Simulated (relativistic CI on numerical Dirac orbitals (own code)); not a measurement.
# Hyperfine structure of In⁴⁰⁺, mass number 115

Computed by Dirac-Coulomb-Breit CI, separate exchange-only KLI orbitals for each configuration, model QED, unscaled Slater integrals (own radial code, finite nucleus).

Configuration list (outside the closed core 1s2): 2s2 2p5, 2s 2p6, 2p6 3s, 2p6 3p, 2p6 3d, 2s2 2p4 3s, 2s2 2p4 3p, 2s2 2p4 3d, 2s 2p5 3s, 2s 2p5 3p, 2s 2p5 3d, 2s2 2p4 4s, 2s2 2p4 4p, 2s2 2p4 4d, 2s2 2p4 4f, 2s 2p5 4s. Levels of other configurations are missing.

Nuclear spin I = 9/2, μ = 5.5326 μN, Q = 0.772 b (tables of Stone and Pyykkö). The electronic factors are computed for point nuclear moments, without core polarisation or the Bohr-Weisskopf and QED corrections.

```
             Level   E (Ry)  A (GHz)  B (GHz)
   2s2 2p5 2P°_3/2    0.000    263.4     -309
   2s2 2p5 2P°_1/2   16.001     1629         
     2s 2p6 2S_1/2   35.782     5197         
 2s2 2p4 3s 4P_5/2  256.164    488.1     59.2
 2s2 2p4 3s 2P_3/2  256.665     30.8     22.7
 2s2 2p4 3s 2S_1/2  258.752     1398         
2s2 2p4 3p 2P°_1/2  264.036    440.3         
2s2 2p4 3p 4D°_7/2  266.017    178.1      137
```

Levels with J = 0, under 50 % of one LS term, or S terms without an open s electron are left out. Small factors come from cancelling terms and can be off by tens of per cent or more.

At this charge energies of transitions that change n are usually good to better than 1 %, and those within a shell (Δn = 0) to a few per cent.

**Question.** Give the hyperfine levels of 2s2 2p5 2P°_1/2 relative to its centre of gravity.

**Answer.** With K = F(F + 1) − I(I + 1) − J(J + 1), E = AK/2: F = 4: -4481, F = 5: 3666 GHz.

LS names give the leading component of a level, which can be under half, so a name can repeat, a term be missing and a line seem to break the LS rules.
